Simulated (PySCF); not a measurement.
A structure optimised at PBE0-D3(BJ)/def2-SVP, used in a PySCF frequency run:

```
Ge
O 1 1.7557
H 2 0.9640 1 111.69
O 1 1.7557 2 106.18 3 154.75
H 4 0.9640 1 111.69 2 -30.40
O 1 1.7557 2 106.18 3 30.40
H 6 0.9640 1 111.69 2 -154.75
O 1 1.7557 2 116.27 3 -87.43
H 8 0.9640 1 111.69 2 -87.43
```
Charge 0, spin multiplicity 1.

### Question
Write its SMILES, formula and point group.

### Answer
[OH][Ge]([OH])([OH])[OH], GeH4O4, S4

### Question
What are its rotational constants (standard atomic weights)?

### Answer
3.6254, 3.6254, 3.1946 GHz
